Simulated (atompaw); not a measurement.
Rb: variants of one PAW (atompaw) potential

Base potential:

Rb (Z = 37), PAW, made with atompaw 4.2.0.5 (PBEsol, scalar-relativistic). Core [Ar] 3d10 4s2, reference 4p6 5s1 5p0. Waves: 5s (bound): rc 3.00 bohr; 5s channel at 0.7 Ry: rc 3.00 bohr; 4p (bound): rc 2.70 bohr; 5p (bound, empty): rc 3.00 bohr; 4d channel at 0.45 Ry: rc 3.00 bohr; 4d channel at 0.8 Ry: rc 3.00 bohr. Local part: troulliermartins scheme with l = 3 at -0.5 Ry, radius 2.10 bohr. Core correction: smooth core density matched at 2.75 bohr. Augmentation charge: besselshape compensation charge, radius 2.85 bohr; PAW radius 3.00 bohr; waves and projectors: custom polynom vanderbiltortho.

All-electron outer shells of the reference configuration (PBEsol, scalar-relativistic, ld1.x):

```tsv
shell	level (eV)	outermost node (bohr)	outermost maximum (bohr)
3d	-103.99	–	0.39
4s	-31.91	0.62	1.25
4p	-15.98	0.64	1.42
5s	-2.22	1.79	4.43
5p	-0.74	2.20	6.14
```

Cutoffs, loose and tight: the cutoffs (Ry, on a coarse ladder) from which the occupation-weighted sum of valence levels, in a spherical-Bessel basis at the reference potential, stays within 10 and 1 mRy of its value at 400 Ry. They see the waves, projectors and local potential, not the compensation charge or the core. A dash means not determined.

A true bound ghost makes a file unfit for plane-wave use even where its test errors are small: the radial tests pick states by their node count and pass the ghost by.

```tsv
change	outcome	cutoff, loose	cutoff, tight	bound ghosts
base	generated	10 Ry	18 Ry	s
core correction smooth core density matched at 2.40 bohr	generated	10 Ry	18 Ry	s
local potential troulliermartins scheme with l = 3 at -0.5 Ry, radius 1.60 bohr	generated	10 Ry	18 Ry	s
augmentation sinc compensation charge, radius 2.85 bohr; PAW radius 3.00 bohr; waves and projectors: custom polynom vanderbiltortho	generated	10 Ry	18 Ry	s
removed wave 4d channel at 0.8 Ry: rc 3.00 bohr	generated	10 Ry	18 Ry	s
augmentation besselshape compensation charge, radius 2.85 bohr; PAW radius 3.00 bohr; waves and projectors: custom polynom2 7 10 vanderbiltortho	generated	25 Ry	50 Ry	s
waves 5s (bound); 5s channel at 0.7 Ry; 4p (bound); 5p (bound); 4d channel at 0.45 Ry; 4d channel at 0.8 Ry; augmentation besselshape compensation charge, radius 2.85 bohr; PAW radius 3.00 bohr; waves and projectors: bloechl	generated, no UPF (negative core plus compensation charge)	30 Ry	50 Ry	s
```

**Question.** What comes out with this change to the base: core [Ar] 3d10, valence charge 9; reference 4s2 4p6 4d1 5s0 5p0; waves now 4s (bound): rc 2.55 bohr; 5s (bound): rc 3.00 bohr; 4p (bound): rc 1.70 bohr; 5p (bound): rc 3.00 bohr; 4d (bound): rc 3.00 bohr; 4d channel at 0.45 Ry: rc 3.00 bohr; local potential troulliermartins scheme with l = 3 at -0.5 Ry, radius 2.65 bohr; core correction smooth core density matched at 1.70 bohr; augmentation besselshape compensation charge, radius 2.55 bohr; PAW radius 3.00 bohr; waves and projectors: custom polynom vanderbiltortho?

**Answer.** outcome: generated; cutoff, loose: 15 Ry; cutoff, tight: 30 Ry; bound ghosts: none.
